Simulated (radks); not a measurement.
Values are calculated unless marked as measured or tabulated.
Question: Neutral tungsten: order these configurations by energy. Level of theory: non-relativistic Kohn-Sham, PBE, spin-polarised, spherical densities, point nucleus (a radial shooting solver on a logarithmic mesh with Libxc functionals). Open shells are filled with parallel spins first. [Xe] 4f14 5d3 6s2 6p1; [Xe] 4f14 5d4 6s1 6p1; [Xe] 4f14 5d4 6s2; [Xe] 4f14 5d5 6p1; [Xe] 4f14 5d5 6s1; [Xe] 4f14 5d6.

Answer: From the lowest, in eV above it: [Xe] 4f14 5d5 6s1 0.000; [Xe] 4f14 5d4 6s2 2.526; [Xe] 4f14 5d6 2.709; [Xe] 4f14 5d5 6p1 3.223; [Xe] 4f14 5d4 6s1 6p1 4.385; [Xe] 4f14 5d3 6s2 6p1 8.505.
